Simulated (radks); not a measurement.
The erbium ion Er+ inside a hard spherical wall (all orbitals vanish at R), configuration held at [Xe] 4f12 6s1 and not refilled when levels cross. All-electron calculation, scalar-relativistic Kohn-Sham, PBE, spin-polarised, spherical densities, finite nucleus; open shells are filled with parallel spins first (spin-orbit coupling, left out, can overturn this in heavy ions); Fermi nuclear charge, rms radius 5.2516 fm. Program: a radial shooting solver on a logarithmic mesh with Libxc functionals. Eigenvalues in eV for spin up, with the zero of energy where the potential of the charges vanishes at infinity; a dash marks a level that is unbound or too diffuse for the functional's potential to be trusted. A positive occupied level is held by the wall or, in an anion where self-interaction has pushed it up, behind a barrier. The pressure on the wall is -dE/dV.

R (bohr),E (hartree),kinetic (hartree),e(5s),e(5p),e(4f),e(6s),"e(5d, empty)","e(6p, empty)",pressure (GPa)
free,-13084.8359,14183.295,-58.888,-33.331,-10.398,-9.423,-6.976,-5.770,0
20,-13084.8359,14183.295,-58.888,-33.331,-10.398,-9.423,-6.976,-5.770,< 0.0001
12,-13084.8359,14183.295,-58.886,-33.330,-10.396,-9.422,-6.974,-5.760,0.000315
10,-13084.8357,14183.298,-58.872,-33.316,-10.382,-9.409,-6.960,-5.692,0.00698
6,-13084.8042,14183.491,-58.167,-32.641,-9.675,-8.248,-6.140,-3.103,2.37
4,-13084.4808,14184.921,-55.394,-30.041,-6.592,0.520,-1.834,10.667,70.5
3.5,-13084.1071,14186.561,-53.225,-27.893,-3.986,8.786,1.823,22.031,213
3,-13083.1809,14190.575,-48.946,-23.332,1.292,25.858,9.153,43.814,757
2.5,-13080.5599,14201.305,-39.493,-12.458,12.664,64.093,25.357,89.272,3270
2,-13071.9347,14233.188,-14.638,17.311,38.681,159.12,66.224,195.79,18000
1.5,-13036.7651,14349.880,72.361,119.86,105.87,438.13,193.12,494.02,146000
